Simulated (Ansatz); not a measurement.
Relaxation of C3H9NSi (14 atoms, charge 0, multiplicity 1), to a largest force component of 0.015 eV/Å in at most 40 steps.

Theory: RKS B3LYP-D4/STO-3G (Ansatz).

```xyz
14
Properties=species:S:1:pos:R:3
C -0.362 1.680 -0.334
N 0.419 0.539 -0.149
C 0.094 -0.096 1.134
Si 0.674 -1.744 0.325
C -0.013 -0.567 -1.044
H -1.482 1.536 -0.233
H -0.108 2.506 0.378
H -0.209 2.154 -1.354
H 0.783 0.226 2.012
H -0.916 -0.078 1.497
H -0.324 -2.892 0.652
H 2.078 -2.053 0.316
H 0.472 -0.604 -1.991
H -1.119 -0.636 -1.181
```

Q: Where does it end, and by what steps?

A: The run converged. Limits of this set-up: minimal basis. After 6 steps the energy has fallen by 1.112 eV; H12 moved furthest, 0.32 Å.

```csv
step,energy less start (eV),largest force component (eV/Å),accepted
0,0.0000,5.865,yes
1,-0.9732,1.225,yes
2,-1.0778,0.545,yes
3,-1.1046,0.270,yes
4,-1.1085,0.115,yes
5,-1.1119,0.023,yes
6,-1.1124,0.014,yes
```

```xyz
14
Properties=species:S:1:pos:R:3
C -0.520 1.745 -0.336
N 0.430 0.588 -0.154
C 0.264 -0.111 1.214
Si 0.508 -1.762 0.344
C 0.105 -0.603 -1.084
H -1.588 1.466 -0.206
H -0.271 2.530 0.400
H -0.388 2.159 -1.351
H 1.002 0.257 1.947
H -0.748 0.019 1.644
H -0.437 -2.819 0.635
H 1.857 -2.281 0.362
H 0.730 -0.586 -1.993
H -0.958 -0.631 -1.393
```

Run time: 23 s on 1 CPU thread of a shared host.
